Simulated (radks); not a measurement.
Question: The mean radii <r> (bohr) of the occupied orbitals of an atom or ion are listed with their occupations. All-electron calculation, Dirac Kohn-Sham, BP86, spin-unpolarised, spherical densities, finite nucleus; Fermi nuclear charge, rms radius of each element as measured or else 0.836 A^(1/3) + 0.57 fm. Program: a radial shooting solver on a logarithmic mesh with Libxc functionals.

orbital     occ.      <r>
1s1/2          2  0.02363
2s1/2          2   0.1005
2p1/2          2  0.08420
2p3/2          4  0.09062
3s1/2          2   0.2659
3p1/2          2   0.2556
3p3/2          4   0.2680
3d3/2          4   0.2394
3d5/2          6   0.2433
4s1/2          2   0.6075
4p1/2          2   0.6240
4p3/2          4   0.6522
4d3/2          4   0.7015
4d5/2          6   0.7116
5s1/2          2    1.438
5p1/2    1.33333    1.593
5p3/2    2.66667    1.667
4f5/2    1.71429   0.9981
4f7/2    2.28571    1.008
6s1/2          1    3.308
7s1/2          2    6.755

Name the element and its charge. Open shells, if any, are shared by 2j + 1.

Answer: Z = 60, neodymium, charge +1: Nd+ in [Kr] 4d10 4f4 5s2 5p4 6s1 7s2. The 1s radius gives Z: for a bare nucleus <r> = (2 gamma + 1)/(2Z) with gamma = sqrt(1 - (Z/c)^2), 0.02332 bohr for Z = 60, and screening makes it slightly larger (0.02363 here). The occupations add up to 59, and the charge is Z minus that.
